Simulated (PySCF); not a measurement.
## Correlation energy of Fe⁺ (iron, charge +1)

[Ar] 3d7, high-spin 4F determinant (an excited configuration). Calculation: PySCF 2.14, in aug-cc-pwCVTZ-DK (10s9p7d4f3g, 127 functions); scalar relativity by spin-free X2C-1e. Frozen: [Ne]; 15 electrons correlated.

MP2 pair energies summed by pair of shells (mhartree):

| pair | energy | share (%) |
| --- | --- | --- |
| 3p-3d | -251.63 | 38.2 |
| 3d-3d | -220.38 | 33.4 |
| 3p-3p | -86.35 | 13.1 |
| 3s-3d | -51.47 | 7.8 |
| 3s-3p | -43.02 | 6.5 |
| 3s-3s | -6.06 | 0.9 |

Total MP2 correlation energy: -658.93 mhartree.

Same-spin part -212.65 and opposite-spin part -446.28 mhartree; SCS-MP2 scales them by 1/3 and 6/5 to -606.42 mhartree.
